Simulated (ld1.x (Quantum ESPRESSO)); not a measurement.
## Varying the TM semilocal potential for N

Base potential:

- Element: nitrogen (N)
- Generator: ld1.x (Quantum ESPRESSO) 7.5
- Type: norm-conserving Troullier–Martins (semilocal form)
- Functional: LDA (PZ)
- Relativity: scalar-relativistic
- Frozen core: [He]
- Valence charge: 5
- Reference configuration: 2s2 2p3
- Partial waves: 2s (bound): rc 0.95 bohr; 3d channel at 0.15 Ry: rc 1.05 bohr; 2p (bound): rc 1.20 bohr
- Local potential: the p channel
- Core correction: none

All-electron outer shells of the reference configuration (LDA (PZ), scalar-relativistic, ld1.x):

| shell | level (eV) | outermost node (bohr) | outermost maximum (bohr) |
| --- | --- | --- | --- |
| 1s | -381.53 | – | 0.15 |
| 2s | -18.42 | 0.32 | 1.02 |
| 2p | -7.24 | – | 0.97 |

Cutoffs, loose and tight: the cutoffs (Ry, on a coarse ladder) from which the occupation-weighted sum of valence levels, in a spherical-Bessel basis at the reference potential, stays within 10 and 1 mRy of its value at 400 Ry. They do not see the model core or the augmentation charge, which bear on the density cutoff. Test errors are all-electron minus pseudo excitation energies from the reference, over the configurations 2s2 2p2; 2s2 2p1; 2s2 2p0; 2s0 2p5; 2s1 2p4; 2s2 2p3.3; 2s1 2p3 (two spin-polarised tests are not counted in the largest error). A dash means not determined; rows that change the core or the reference have their own tests.

A semilocal file is local in each channel, so a ghost entry of none says nothing of the separable form that plane-wave codes build from it.

| change | outcome | cutoff, loose | cutoff, tight | bound ghosts | largest test error (meV) |
| --- | --- | --- | --- | --- | --- |
| base | generated | 80 Ry | 140 Ry | none | +384 |
| core correction a·sin(br)/r model core inside 0.46 bohr | generated | 80 Ry | 140 Ry | none | +198 |
| core correction a·sin(br)/r model core inside 0.56 bohr | generated | 80 Ry | 140 Ry | none | +230 |
| core correction a·sin(br)/r model core inside 0.70 bohr | generated | 80 Ry | 140 Ry | none | +304 |
| core correction a·sin(br)/r model core inside 0.84 bohr | generated | 80 Ry | 140 Ry | none | +354 |
| core correction a·sin(br)/r model core inside 1.00 bohr | generated | 80 Ry | 140 Ry | none | +376 |
| core correction a·sin(br)/r model core inside 1.10 bohr | generated | 80 Ry | 140 Ry | none | +381 |
